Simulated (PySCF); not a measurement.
(Cl)2Sn(OSiH2)2O.
Bonds: Sn1–Cl2, Sn1–Cl3, Sn1–O4, Sn1–O8, O4–Si5, Si5–O6, O6–Si7, Si7–O8. Hydrogens: H9, H10 on Si5; H11, H12 on Si7.

Method: PBE0-D3(BJ)/def2-SVP geometry optimisation, gas phase, def2 core potentials past Kr in PySCF 2.14.0; density fitting, grid level 1; the optimiser is geomeTRIC in internal coordinates, started from a GFN2-xTB structure with every atom displaced at random (about 0.03 Å).

Step 0: E = -52806.5856 eV
```
atom  x, y, z in Å  |  force x, y, z in eV/Å
Sn1    -1.4514   -0.4409   -0.9764    0.077   1.988  -0.542
Cl2    -2.8309    1.2563   -1.8060    0.125  -0.389   0.133
Cl3    -2.2063   -2.4723   -1.4687   -0.504  -1.482  -0.383
O4     -1.2529   -0.1453    0.9218   -4.536  -1.165  -2.608
Si5    -0.0128    0.1494    1.7717    2.617   1.636   4.537
O6      1.2793    0.3318    0.8369    1.220   0.065   0.086
Si7     1.6698    0.2193   -0.7322    0.204   0.153  -0.090
O8      0.3488   -0.0836   -1.6332   -1.318  -0.584  -0.771
H9     -0.2331    1.4821    2.4760    0.129  -0.584   0.001
H10     0.2103   -1.0038    2.6709    0.116  -0.035   0.324
H11     2.0559    1.5373   -1.1207    0.904   0.979  -0.476
H12     2.5388   -0.9131   -0.8891    0.966  -0.582  -0.211
```

**Question.** Estimate the geometry and energy of step 1. (The exact step hangs on the optimiser's Hessian estimate; all steps are aligned on step 0, rigid shifts and turns removed.)

**Answer.** E = -52807.2672 eV, largest force 1.746 eV/Å
```
atom  x, y, z in Å  |  force x, y, z in eV/Å
Sn1    -1.5074   -0.4123   -1.0169    0.343   0.243   0.392
Cl2    -2.9139    1.2199   -1.8450   -0.096  -0.078   0.001
Cl3    -2.2508   -2.5389   -1.5488    0.084   0.146   0.004
O4     -1.3274   -0.1414    0.9309   -1.298  -0.419  -1.089
Si5    -0.0226    0.1730    1.8408    0.917   0.190   1.002
O6      1.2903    0.3420    0.8528    0.183   0.029  -0.236
Si7     1.6816    0.2356   -0.7533    0.077  -0.012   0.042
O8      0.3145   -0.0700   -1.6575   -0.285  -0.137  -0.004
H9     -0.2118    1.4505    2.5825   -0.047  -0.050   0.008
H10     0.2322   -0.9691    2.7681   -0.039   0.080  -0.021
H11     2.2282    1.5536   -1.1861    0.088  -0.168  -0.027
H12     2.6026   -0.9256   -0.9165    0.074   0.177  -0.073
```

The energy changes by -0.6816 eV. The first-order estimate −F·Δx gives -1.2705 eV and the mean of the old and new forces, exact on a quadratic surface, -0.7077 eV. The step makes an angle of 63° with the force vector and moves no atom by more than 0.185 Å.

What follows is the cost of the whole optimisation. The run took 4.6 min wall on one thread of an Arm Neoverse V1, no GPU, shared host with 32 logical CPUs at a one-minute load of 9.1, and the process peaked at 0.72 GiB of memory.
